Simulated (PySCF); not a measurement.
## Radial density of Pb⁺ (lead, charge +1)

UHF, [Xe] 4f14 5d10 6s2 6p1, 2P determinant. Computed with PySCF 2.14 in aug-cc-pVQZ-PP with ECP60MDF (7s7p5d3f2g, 92 functions), with a scalar-relativistic core potential. This is the valence pseudo-density: the core potential removes the inner electrons and smooths the orbitals near the nucleus.

```json
{"r (bohr)": "0.0132", "4πr²ρ (e/bohr)": "1.330e-05", "4πr²(ρα − ρβ)": "0.0000"}
{"r (bohr)": "0.0223", "4πr²ρ (e/bohr)": "2.659e-05", "4πr²(ρα − ρβ)": "0.0000"}
{"r (bohr)": "0.0375", "4πr²ρ (e/bohr)": "4.493e-05", "4πr²(ρα − ρβ)": "0.0000"}
{"r (bohr)": "0.0630", "4πr²ρ (e/bohr)": "8.151e-05", "4πr²(ρα − ρβ)": "0.0000"}
{"r (bohr)": "0.106", "4πr²ρ (e/bohr)": "0.0003290", "4πr²(ρα − ρβ)": "0.0000"}
{"r (bohr)": "0.178", "4πr²ρ (e/bohr)": "0.003575", "4πr²(ρα − ρβ)": "0.0000"}
{"r (bohr)": "0.300", "4πr²ρ (e/bohr)": "0.09541", "4πr²(ρα − ρβ)": "0.0003"}
{"r (bohr)": "0.504", "4πr²ρ (e/bohr)": "3.545", "4πr²(ρα − ρβ)": "0.0143"}
{"r (bohr)": "0.848", "4πr²ρ (e/bohr)": "20.22", "4πr²(ρα − ρβ)": "0.0283"}
{"r (bohr)": "1.43", "4πr²ρ (e/bohr)": "10.36", "4πr²(ρα − ρβ)": "0.0236"}
{"r (bohr)": "2.40", "4πr²ρ (e/bohr)": "2.247", "4πr²(ρα − ρβ)": "0.4344"}
{"r (bohr)": "4.04", "4πr²ρ (e/bohr)": "0.3139", "4πr²(ρα − ρβ)": "0.1908"}
{"r (bohr)": "6.79", "4πr²ρ (e/bohr)": "0.007605", "4πr²(ρα − ρβ)": "0.0070"}
```

Energies and moments cover only the electrons outside the core potential. Spin-orbit coupling, absent here, splits the open shell strongly.
